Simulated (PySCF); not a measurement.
A PySCF script (with the pyscf-properties extension) for the NMR shieldings of `F[Si](F)(F)F`, F4Si, on a PBE0-D3(BJ)/def2-SVP geometry:

```python
import basis_set_exchange as bse
import numpy as np
from pyscf import gto, dft
from pyscf.prop import nmr

atoms = """
Si    0.000012   -0.000088   -0.000315
F     0.022280   -0.008355    1.585604
F     1.487592    0.008339   -0.550126
F    -0.759197    1.295560   -0.510960
F    -0.750677   -1.295456   -0.524213
"""
names = dict.fromkeys(["Si", "F"], "pcSseg-1")
basis = {el: gto.basis.parse(bse.get_basis(n, elements=[el], fmt="nwchem")) for el, n in names.items()}
mol = gto.M(atom=atoms, basis=basis, charge=0, verbose=0)
mf = dft.RKS(mol, xc="GGA_XC_KT2")
mf.grids.level = 2
mf.grids.alignment = dft.numint.BLKSIZE   # the property module wants whole blocks of grid points
mf.conv_tol = 1e-9
mf.kernel()

calc = nmr.RKS(mf)   # GIAO
sigma = calc.kernel()   # uncoupled for a functional without exact exchange
for i, s in enumerate(sigma):   # ppm
    w = np.linalg.eigvalsh((s + s.T) / 2)
    print("%2d %-2s iso %8.1f  s11 %8.1f  s22 %8.1f  s33 %8.1f" % (i, mol.atom_pure_symbol(i), w.mean(), *w))
```

Q: Give the expected output.

A: 
```
 0 Si iso    455.5  s11    455.5  s22    455.6  s33    455.6
 1 F  iso    325.0  s11    278.7  s22    278.7  s33    417.6
 2 F  iso    325.0  s11    278.7  s22    278.7  s33    417.6
 3 F  iso    324.9  s11    278.6  s22    278.6  s33    417.6
 4 F  iso    324.9  s11    278.6  s22    278.6  s33    417.6
```

These numbers come from an equivalent density-fitted implementation of the same equations, which agrees with the script to about 0.01 ppm for H and up to a few tenths of a ppm for heavy atoms, so last digits may differ.

Q: Turn these shieldings into chemical shifts. Scale: 29Si (σref 361.05) against TMS; CFCl3 for 19F (σref 138.57) (reference shieldings calculated alike).

A: Averaging equivalent atoms: Si 0: -94.5; F 1/2/3/4: -186.4 ppm. Unscaled 19F shifts against computed CFCl3 carry errors that often reach 10 to 50 ppm.

Size and cost of the density-fitted run: 92 basis functions, 4.1 s wall time on 1 thread of an Arm Neoverse V2, shared host.
